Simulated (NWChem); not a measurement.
WSOClF; SMILES [S]=[W]([F])(=[O])[Cl]

Program: NWChem. The geometry was optimised at PBE-D3(BJ)/def2-SVP. def2 effective core potentials on W; no spin-orbit coupling. Level r2SCAN/def2-SVP: energy and gradient on several grids; changes count from the extra-fine grid, which is no exact limit either.

Which is the coarsest grid (coarse; fine; medium; xfine; xcoarse) from which on the energy stays within 50 μHa and each gradient component within 100 μHa/bohr of xfine?

fine.
```
grid     size of the energy change (μHa)  largest change of a gradient component (μHa/bohr)  time, medium = 1 (rough)
-------  -------------------------------  -------------------------------------------------  ------------------------
xcoarse                             3000                                              10000                   about 1
coarse                                50                                                500                   about 1
medium                               200                                                100                   about 1
fine                                  10                                               < 30                   about 1
xfine                               < 10                                               < 30                         2
```
